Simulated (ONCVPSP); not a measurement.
cadmium (Cd): one change to an ONCV potential, before and after

cadmium (Cd), optimised norm-conserving Vanderbilt (ONCV), made with ONCVPSP 4.0.1 (PBEsol, fully relativistic). Core [Ar] 3d10, reference 4s2 4p6 4d10 5s1.5 5p0.5. Waves: 4s+5s: rc 1.25 bohr, ncon 4, nbas 8, qcut 11 1/bohr, 2 projectors; 4p+5p: rc 1.45 bohr, ncon 4, nbas 7, qcut 11.4 1/bohr, 2 projectors; 4d: rc 1.10 bohr, ncon 3, nbas 8, qcut 8.4 1/bohr, 1 projector. Local part: polynomial inside 0.75 bohr (lpopt 5, dvloc0 0 Ha). Core correction: Teter function, fcfact 4, rcfact 1.6.

Open shells are filled in proportion to 2j + 1.

All-electron outer shells of the reference configuration (PBEsol, scalar-relativistic, ld1.x):

| shell | level (eV) | outermost node (bohr) | outermost maximum (bohr) |
| --- | --- | --- | --- |
| 3p | -602.00 | 0.14 | 0.32 |
| 3d | -394.66 | – | 0.27 |
| 4s | -106.85 | 0.43 | 0.79 |
| 4p | -67.94 | 0.43 | 0.84 |
| 4d | -12.74 | 0.42 | 0.98 |
| 5s | -6.38 | 1.06 | 2.32 |
| 5p | -1.64 | 1.19 | 3.21 |

Change: s: rc 1.22.

Cutoffs: the cutoffs (Ha) at which the residual kinetic energy of the hardest occupied pseudo-wave falls to 1 and 0.1 mHa per electron; they do not see the model core or the augmentation charge, which bear on the density cutoff. Errors are all-electron minus pseudo energies relative to the spin-unpolarised reference configuration.

Question: How do hardness, ghosts and transferability respond?

Answer: The potential gets neither clearly harder nor softer (42 Ha and 139 Ha → 43 Ha and 139 Ha); the lowest positive-energy flag moves from s at 6.6 eV to s at 1.8 eV; of the 3 tests that both files solve, the error grows in 1 and shrinks in 0 by more than 15 % and 0.3 meV (median size 0.0 → 0.1 meV); neither file shows a bound ghost.

```tsv
quantity	base	changed
cutoff, loose	42 Ha	43 Ha
cutoff, tight	139 Ha	139 Ha
loose cutoff by channel	s 42 Ha, p 34 Ha, d 36 Ha	s 43 Ha, p 34 Ha, d 36 Ha
bound ghosts	none	none
GHOST(+) flags under 300 eV	s at 6.6 eV	s at 1.8 eV
tests with a reliable result	3 of 4	3 of 4
error for 4s2 4p6 4d10 5s2 5p0, meV [ΔE -2.32 eV]	0.0	+0.1
error for 4s2 4p6 4d10 5s1 5p0, meV [ΔE 6.99 eV]	0.0	-0.1
error for 4s2 4p6 4d10 5s0 5p1, meV [ΔE 12.83 eV]	-0.5	-1.0
p3/2: phases at 1.47 bohr within 0.05 rad from the reference energy up to (Ha; the scan ends near 5)	to the end of the scan	to the end of the scan
p1/2: phases at 1.47 bohr within 0.05 rad from the reference energy up to (Ha; the scan ends near 5)	to the end of the scan	to the end of the scan
d5/2: phases at 1.12 bohr within 0.05 rad from the reference energy up to (Ha; the scan ends near 5)	to the end of the scan	to the end of the scan
d3/2: phases at 1.12 bohr within 0.05 rad from the reference energy up to (Ha; the scan ends near 5)	to the end of the scan	to the end of the scan
rms error of d²Exc/dni dnj with the model core, mHa	3.04	3.06
```
